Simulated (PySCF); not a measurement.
## UHF on Al⁻ (aluminium, charge -1)

Configuration: [Ne] 3s2 3p2, high-spin 3P determinant. Calculation: PySCF 2.14, in x2c-QZVPPall with one added diffuse shell each of s, p, d, f type (10s7p5d3f1g, 86 functions); scalar relativity by spin-free X2C-1e.

```json
{
 "Total energy": "-242.317760 hartree",
 "One-electron energy": "-339.7384 hartree",
 "Hartree (Coulomb) energy": "115.6667 hartree",
 "Exchange energy": "-18.2460 hartree",
 "⟨S²⟩": "2.0181",
 "⟨L²⟩": "2.046",
 "Sum of ⟨r⟩": "19.51 bohr",
 "Sum of ⟨r²⟩": "72.70 bohr²",
 "Traceless quadrupole moment −½Σ⟨3z² − r²⟩ along its main axis": "10.6 e·bohr²",
 "Langevin diamagnetic susceptibility": "-57.6 ×10⁻⁶ cm³/mol"
}
```

| shell | electrons | mean orbital energy (hartree) | spread (hartree) | rms radius, mean of both spins (bohr) |
| --- | --- | --- | --- | --- |
| 1s α | 1 | -58.42585 | 0 | 0.139 |
| 1s β | 1 | -58.42285 | 0 | 0.139 |
| 2s α | 1 | -4.73282 | 0 | 0.676 |
| 2s β | 1 | -4.72996 | 0 | 0.676 |
| 2p α | 3 | -3.02477 | 0.00430 | 0.674 |
| 2p β | 3 | -3.01663 | 0.00581 | 0.674 |
| 3s α | 1 | -0.25197 | 0 | 2.98 |
| 3s β | 1 | -0.16549 | 0 | 2.98 |
| 3p α | 2 | -0.02196 | 0 | 5.06 |

Densities and radii are taken from the X2C orbitals without a picture-change correction, which distorts them close to the nucleus.

Spin-orbit constants ζ (cm⁻¹) from the X2C one-electron operator on these orbitals: bare nucleus, nucleus screened by l(l+1)(2l+1)/3 electrons, and screened by the Breit-Pauli mean field of the electrons.

| shell | bare | screened nucleus | mean field |
| --- | --- | --- | --- |
| 2p | 2665 | 2255 | 2071 |
| 3p | 50.60 | 42.81 | 37.94 |

To first order the Landé constant is A = 18.97 cm⁻¹, so the lowest level has J = 0 and lies 0.00470 eV below the centre of the term. This holds in LS coupling only.
